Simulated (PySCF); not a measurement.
Excitation energy of Pt by level of theory

Pt [Xe] 4f14 5d9 6s1 (3D) → Pt [Xe] 4f14 5d9 6p1 (high-spin determinant), as a difference of total energies. Calculation: PySCF 2.14, in ANO-RCC-VTZP (8s7p5d3f1g, 84 functions); scalar relativity by spin-free X2C-1e. Correlated levels: valence and next inner shell: [Kr] 4d10 4f14 frozen. The calculations carry no spin-orbit coupling.

```tsv
method	excitation energy (cm⁻¹)
UHF	37694
MP2 (valence and next inner shell)	43188
SCS-MP2 (valence and next inner shell)	42500
CCSD (valence and next inner shell)	41045
CCSD(T) (valence and next inner shell)	40448
```

A first-order spin-orbit estimate (lowest level to lowest level, LS coupling) adds 0.306 eV.

The basis was made for the ground configuration and has no added diffuse functions, so the excitation energy can come out too high.

The determinant of the upper state mixes LS terms, which raises its energy above the lowest term, most at the Hartree-Fock and MP2 levels.
